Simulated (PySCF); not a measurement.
P, charge -1, triplet. Base run: PySCF with MP2/6-311G**.

The PySCF input:
```python
from pyscf import gto, scf, mp

mol = gto.Mole()
mol.atom = '''
    P     0.000000    0.000000    0.000000
'''
mol.basis = '6-311g**'
mol.charge = -1
mol.spin = 2
mol.verbose = 4
mol.build()

mf = scf.UHF(mol)
mf.kernel()

pt = mp.MP2(mf, frozen=5)
pt.kernel()
print('E(MP2) = %.10f' % pt.e_tot)
```

Variants of this job, named by their change:

```csv
change,basis functions,E (Eh),MP2 correlation (Eh),SCF-reference HOMO (eV)
base,26,-340.76412,-0.07216,-0.51
basis = 6-31G,13,-340.67575,-0.02146,0.22
basis = pcseg-0,13,-340.25523,-0.01906,1.04
basis = 3-21G,13,-338.97754,-0.02122,0.57
basis = 6-31G*,18,-340.72186,-0.06532,0.08
basis = 6-31G**,18,-340.72186,-0.06532,0.08
basis = def2-SVP,18,-340.61931,-0.07154,0.67
basis = 6-31+G*,22,-340.74430,-0.07005,-0.46
basis = cc-pV(D+d)Z,23,-340.74564,-0.07727,0.37
basis = pc-2,34,-340.78274,-0.09209,-0.43
basis = pcseg-2,34,-340.78014,-0.09169,-0.38
basis = aug-cc-pVTZ,50,-340.81789,-0.11327,-0.69
basis = cc-pVQZ,59,-340.81804,-0.11771,-0.53
```

Totals compare only among sets that treat the same electrons; sets with core potentials leave the core out.

Open shells are given as the SCF converged; they aren't shown to be the lowest states, and a large step between rows can be another state.
